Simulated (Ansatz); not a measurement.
Reaction (redistribution): `[OH][SnH3]` + `F[Si](Cl)(Cl)[GeH3]` → `[OH][SnH2][Cl]` + `F[SiH](Cl)[GeH3]`

Calculated with Ansatz (gas phase, PBE0-D4/def2-TZVP geometries, no zero-point term in ΔE). CCSD(T)/CBS is the MP2 limit (def2-TZVPP, def2-QZVPP) plus CCSD(T) − MP2 in def2-TZVPP, frozen cores. Functionals use def2-TZVPP. B3LYP here is the variant with VWN-RPA as its local correlation; programs differ in this. HSE06 is defined as in plane-wave codes. Elements past krypton have def2 core potentials. For Ge, Sn outer-core shells are correlated without core-valence functions, which leaves a few kJ/mol of doubt a bond. Scalar relativity is left out up to krypton. One conformer a species, not always the lowest.

| level | ΔE (kJ/mol) | difference from CCSD(T)/CBS |
| --- | --- | --- |
| LDA (SPW92) | 13.8 | 13.0 |
| PBE-D4 | 6.4 | 5.6 |
| revPBE-D4 | 8.4 | 7.6 |
| BLYP-D4 | 3.6 | 2.8 |
| r2SCAN-D4 | 5.4 | 4.6 |
| B97M-V | 10.1 | 9.3 |
| PBE0-D4 | 6.1 | 5.3 |
| B3LYP-D4 | 3.4 | 2.6 |
| r2SCANh-D4 | 5.6 | 4.8 |
| r2SCAN0-D4 | 5.7 | 4.9 |
| HSE06-D4 | 5.9 | 5.1 |
| BHLYP-D4 | 1.9 | 1.1 |
| CAM-B3LYP-D4 | 4.4 | 3.6 |
| ωB97X-V | 3.6 | 2.8 |
| B2PLYP | 1.1 | 0.3 |
| PBE-QIDH | 5.4 | 4.6 |
| PBE | 3.2 | 2.4 |
| BLYP | -3.5 | -4.3 |
| r2SCAN | 4.7 | 3.9 |
| PBE0 | 3.3 | 2.5 |
| B3LYP | -2.0 | -2.8 |
| r2SCANh | 4.8 | 4.0 |
| HSE06 | 3.2 | 2.4 |
| BHLYP | -2.5 | -3.3 |
| CAM-B3LYP | 1.4 | 0.6 |
| LC-ωPBE | 5.4 | 4.6 |
| HF/def2-SVP | -11.1 | -11.9 |
| MP2/def2-SVP | 1.4 | 0.6 |
| CCSD/def2-SVP | -0.9 | -1.7 |
| CCSD(T)/def2-SVP | 0.5 | -0.3 |
| HF/def2-TZVPP | -9.3 | -10.1 |
| MP2/def2-TZVPP | 7.4 | 6.6 |
| SCS-MP2/def2-TZVPP | 3.5 | 2.7 |
| CCSD/def2-TZVPP | 4.2 | 3.4 |
| CCSD(T)/def2-TZVPP | 5.8 | 5.0 |
| HF/def2-QZVPP | -10.6 | -11.4 |
| SCS-MP2/def2-QZVPP | 0.3 | -0.5 |
| HF/CBS(def2) | -10.8 | -11.6 |
| MP2/CBS(def2) | 2.4 | 1.6 |
| CCSD/CBS(def2) | -0.9 | -1.7 |
| CCSD(T)/CBS | 0.8 | 0 |

Largest T1 diagnostic among the species: 0.014.

In def2-TZVPP, CCSD(T) changes the Hartree–Fock value by +15.1 kJ/mol (the triples alone add +1.6 kJ/mol) and MP2 by +16.7 kJ/mol. The D4 term adds +5.4 kJ/mol with B3LYP and +2.8 kJ/mol with PBE0; it sums over pairs of atoms, weighted by their polarisabilities, and B3LYP, whose exchange is more repulsive, gets the larger term.
